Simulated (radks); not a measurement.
Numerical settings for neutral argon, [Ar]. Method: Dirac Kohn-Sham, PBE, spin-unpolarised, spherical densities, finite nucleus; Fermi nuclear charge, rms radius 3.4274 fm; computed with a radial shooting solver on a logarithmic mesh with Libxc functionals. The defaults (mesh step 0.008 in ln r, mesh end at 40 bohr or more with all orbitals vanishing there, Anderson mixing 0.5 over 9 steps, residual threshold near 1e-9 with the energy settled to 1e-9 hartree or 1e-11 of itself, here a cap of 60 iterations) give E = -529.2314 hartree and 3p3/2 at -10.211 eV in 13 iterations. Run on one thread of a shared host, so times are rough (Arm Neoverse V1): 0.07 s of CPU time, 0.07 s wall, 13 iterations on 2309 mesh points. One setting is changed at a time: mesh step in ln r 0.02; mesh step in ln r 0.12; mesh step in ln r 0.005; mesh end (bohr) 12; mesh end (bohr) 8; residual threshold 0.001; residual threshold 1e-16; mixing 0.05; linear mixing, mixing 0.8; linear mixing, mixing 1; mixing history 20; iteration cap 2. Which runs fail to converge, and which converge to a wrong energy?

Answer. Not converged within the cap: mesh step in ln r 0.12; residual threshold 1e-16; linear mixing, mixing 1; iteration cap 2. No run marked as converged misses the energy by more than 1 mhartree.
